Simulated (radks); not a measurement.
Values are calculated unless marked as measured or tabulated.
Problem. All-electron atom: Se2+ in [Ar] 3d10 4s2 4p2. Code: a radial shooting solver on a logarithmic mesh with Libxc functionals. Model: Dirac Kohn-Sham, Slater X-alpha with alpha = 0.799, spin-unpolarised, spherical densities, finite nucleus; open shells are shared between the two j in proportion to 2j + 1; Fermi nuclear charge, rms radius 4.14 fm. Some entries of the table are withheld. Estimate them.

| orbital | occ. | eigenvalue (hartree) | <1/r> (bohr^-1) | <r> (bohr) |
|---|---|---|---|---|
| 1s1/2 | 2 | -461.4383 | 34.56 | 0.04407 |
| 2s1/2 | 2 | -60.29500 | 7.696 | (1) |
| 2p1/2 | 2 | -54.33221 | 7.672 | 0.1680 |
| 2p3/2 | 4 | -52.78369 | 7.434 | 0.1718 |
| 3s1/2 | 2 | -8.81304 | 2.510 | 0.5720 |
| 3p1/2 | 2 | -6.75084 | (2) | 0.5789 |
| 3p3/2 | 4 | -6.53098 | (3) | 0.5894 |
| 3d3/2 | 4 | -2.94192 | 2.067 | 0.6178 |
| 3d5/2 | 6 | -2.90781 | 2.052 | 0.6219 |
| 4s1/2 | 2 | -1.41628 | 0.7966 | 1.667 |
| 4p1/2 | 0.666667 | (4) | (5) | 1.929 |
| 4p3/2 | 1.33333 | (6) | (7) | 1.959 |

Solution. 
(1) 2s1/2 <r> (bohr): 0.1954
(2) 3p1/2 <1/r> (bohr^-1): 2.394
(3) 3p3/2 <1/r> (bohr^-1): 2.337
(4) 4p1/2 eigenvalue (hartree): -0.97292
(5) 4p1/2 <1/r> (bohr^-1): 0.6799
(6) 4p3/2 eigenvalue (hartree): -0.95270
(7) 4p3/2 <1/r> (bohr^-1): 0.6679
